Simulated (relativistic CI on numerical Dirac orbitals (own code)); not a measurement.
# Pr+: calculation against measurement

Method of calculation: Dirac-Coulomb-Breit CI, separate exchange-only KLI orbitals for each configuration, model QED, valence Slater integrals scaled by 0.85, P86 correlation energy added to each configuration (own radial code, finite nucleus).

CI space (outside the closed core [Xe]): 4f3 6s, 4f3 5d, 4f2 5d2, 4f3 6p, 4f2 6s 5d, 4f2 6s2, 4f2 6s 6p, 4f3 6d, 4f2 5d 6d, 4f2 6s 7p, 4f2 6p2, 4f3 6f, 4f 6s2 5f, 4f3 7s, 4f3 6g, 4f2 5d 7s, 4f 6s 5d 6f, 4f2 6s 5f, 4f2 6s 8s, 4f 6s2 6f, 4f 6s 5g 6p, 4f4, 4f2 5f 6p, 4f2 6s 7d, 4f2 6s 7s, 4f2 5d 6p, 4f 5d2 6p, 4f 5d 6p2, 4f 6s 5d2, 4f 5d3, 6s 5d3, 6s2 5d2, 6s 5d2 6p, 4f 5d2 6d, 4f 6s2 5d, 6s2 5d 6p, 4f2 6p 6d, 4f 5d 6p 6d, 4f 6p2 6d, 4f 6s 7s2, 4f 5d 7s2, 4f 6p 7s2, 6s 5d 7s2, 6s2 7s2, 6s 6p 7s2, 4f 6d 7s2, 4f 6s2 5g, 6s2 5d 5g, 6s2 5g 6p, 4f 6s2 6g, 6s2 5d 6g, 6s2 6p 6g. Double excitations out of closed p, d and f shells are left out; levels of such configurations are missing from the list, as are those of other unlisted configurations, and high levels can miss mixing partners.

| Configuration | Term (tabulated) | J | Measured (cm⁻¹) | Computed | Error | Purity (%) |
| --- | --- | --- | --- | --- | --- | --- |
| 4f3 6s | (9/2,1/2)° | 4 | 0.0 | 0 | 0 | 91 |
| 4f3 6s | (13/2,1/2)° | 7 | 2998.4 | 3042 | 43 | 87 |
| 4f3 5d | 5L° | 6 | 3893.5 | 2949 | -945 | 95 |
| 4f3 5d | 5K° | 5 | 4097.6 | 3462 | -636 | 94 |
| 4f3 6s | (15/2,1/2)° | 8 | 4437.1 | 4452 | 14 | 93 |
| 4f3 6s | (15/2,1/2)° | 7 | 5079.3 | 5267 | 188 | 86 |
| 4f3 5d | 5L° | 7 | 5108.4 | 4078 | -1030 | 96 |
| 4f3 5d | 5K° | 6 | 5226.5 | 4504 | -722 | 95 |
| 4f2 5d2 | 5L | 6 | 5854.5 | -4146 | -10000 | 88 |
| 4f3 5d | 5K° | 7 | 6413.9 | 5646 | -768 | 96 |
| 4f3 5d | 5L° | 8 | 6417.8 | 5321 | -1097 | 97 |
| 4f3 5d | 5K° | 8 | 7659.7 | 6874 | -786 | 96 |
| 4f3 5d | 5L° | 9 | 7805.6 | 6657 | -1148 | 98 |
| 4f3 5d | 5K° | 9 | 8958.4 | 8172 | -787 | 96 |
| 4f3 5d | 5L° | 10 | 9255.2 | 8070 | -1185 | 99 |

Measured levels from NIST Handbook of Basic Atomic Spectroscopic Data (Sansonetti and Martin, J. Phys. Chem. Ref. Data 34, 1559 (2005)); pairs were made by configuration, J and term (by order where the table uses no LS term), so strongly mixed levels may be paired wrongly.

Mean error by configuration (cm⁻¹): 4f3 6s 82; 4f3 5d -910; 4f2 5d2 -10000. Over the excited levels the mean absolute error is 1382 cm⁻¹ (14 of the 19 excited levels that our extract of the source holds in range could be paired, and the others can miss by more), and the median relative error of those above 1,000 cm⁻¹ is 13 %. Some levels of the ground configuration have no partner.
